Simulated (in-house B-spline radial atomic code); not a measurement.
Mg⁺. Computed with a B-spline radial atomic code. Model: non-relativistic spherical atom: semilocal Troullier-Martins pseudo-atom, one channel per l, against all electrons, high spin, G0W0 and RPA with empty states to l = 8, local potential for every l without a channel, a model core (radius 0 = none) keeps its share of the functional.

What the tables leave out is listed at the end.

The pseudopotential gives back the lowest level of each angular momentum of its own functional in the configuration it was made in; a second state of the same l is only approximately right. Exact exchange, RPA and GW see the smooth pseudo-orbitals and miss the exchange with the core, for which the functional's share stands in. The column with an uncorrelated core keeps all orbitals and exact exchange, and so separates missing core correlation from pseudisation. Only the three outermost levels and the lowest empty one were computed. RPA here is direct RPA, with no exchange kernel, and its energies carry an (l + 1/2)⁻⁴ tail. A hybrid on a potential with a model core restores only its own semilocal share of the core's exchange.

Command:
```bash
python run_psgw.py task.json out
```
Settings (lengths in bohr, energies in hartree):
```
Z                      12
electrons              11
configuration          [Ne] 3s1
generated_in           [Ne] 3s1
functional             lda,vwn
core_shells            1
radius_factor          1.3
core_correction        True
ion_configuration      [He] 2s2 2p6
```

Cost of the run: 33 s on 1 thread of Arm Neoverse N1, on a shared host.

Given: made with LDA VWN5; model core radius 0.201 bohr; local radius 0.745 bohr; mean-field start LDA VWN5.

Valence shells of the generating configuration: 2s, 2p, 3s.

Channel: s 0.712, p 0.929 (radii in bohr).

Computed: largest level miss in the spin-unpolarised generating configuration 0.036 eV; valence RPA correlation energy all-electron orbitals -0.52105 hartree; valence RPA correlation energy pseudo -0.48614 hartree; all-electron RPA polarisability, core included 20.501 bohr³; ionisation by mean-field all-electron 15.351 eV; ionisation by mean-field pseudo minus all 0.05 eV; ionisation by RPA pseudo minus all 0.066 eV.

```json
{"level": "3s up", "occupied": "1", "mean-field all-electron (eV)": "-11.983", "mean-field pseudo minus all (eV)": "-0.037", "G0W0 all-electron (eV)": "-15.613", "G0W0 uncorrelated core minus all (eV)": "0.002", "G0W0 pseudo minus all (eV)": "-0.073", "exchange self-energy all-electron (eV)": "-10.543", "exchange self-energy pseudo (eV)": "-10.418"}
{"level": "3s down (empty)", "occupied": "0", "mean-field all-electron (eV)": "-10.569", "mean-field pseudo minus all (eV)": "-0.037", "G0W0 all-electron (eV)": "-7.8546", "G0W0 uncorrelated core minus all (eV)": "0.002", "G0W0 pseudo minus all (eV)": "-0.038", "exchange self-energy all-electron (eV)": "-1.5667", "exchange self-energy pseudo (eV)": "-1.4193"}
```

Question: What is the ionisation by RPA all-electron?

Answer: 15.596 eV.

Question: What is the pseudo-atom RPA polarisability?

Answer: 20.219 bohr³.

Given: mean-field start PBE0.

Computed: valence RPA correlation energy all-electron orbitals -0.4972 hartree; valence RPA correlation energy pseudo -0.4642 hartree; all-electron RPA polarisability, core included 17.763 bohr³; pseudo-atom RPA polarisability 17.68 bohr³; ionisation by mean-field pseudo minus all 0.019 eV; ionisation by RPA all-electron 15.496 eV.

| level | occupied | mean-field all-electron (eV) | mean-field pseudo minus all (eV) | G0W0 all-electron (eV) | G0W0 uncorrelated core minus all (eV) | G0W0 pseudo minus all (eV) | exchange self-energy all-electron (eV) | exchange self-energy pseudo (eV) |
| --- | --- | --- | --- | --- | --- | --- | --- | --- |
| 3s up | 1 | -12.708 | -0.014 | -15.559 | 0.002 | -0.043 | -10.296 | -10.161 |
| 3s down (empty) | 0 | -9.0449 | -0.014 | -7.5175 | 0.002 | -0.034 | -1.5139 | -1.3647 |

Question: What is the ionisation by RPA pseudo minus all?

Answer: 0.056 eV.

Question: What is the ionisation by mean-field all-electron?

Answer: 15.232 eV.

Among the listed levels the largest G0W0 shift of the pseudo-atom is -0.07 eV, for 3s up on the LDA VWN5 start, while leaving the core uncorrelated moves that level by +0.00 eV. The rest, -0.07 eV, comes from pseudisation and the lost core exchange. Not in the tables (levels of low weight, unsolved or above zero; the highest and the empty levels are kept at any weight): on LDA the G0W0 levels 2p down (pseudo minus all -0.04 eV, weights 0.09 and 0.10), 2p up (pseudo minus all -0.05 eV, weights 0.09 and 0.10); on PBE0 the G0W0 levels 2p down (pseudo minus all +0.17 eV, weights 0.67 and 0.64), 2p up (pseudo minus all +0.15 eV, weights 0.67 and 0.64); no Hartree-Fock pseudo-atom is run with a model core.
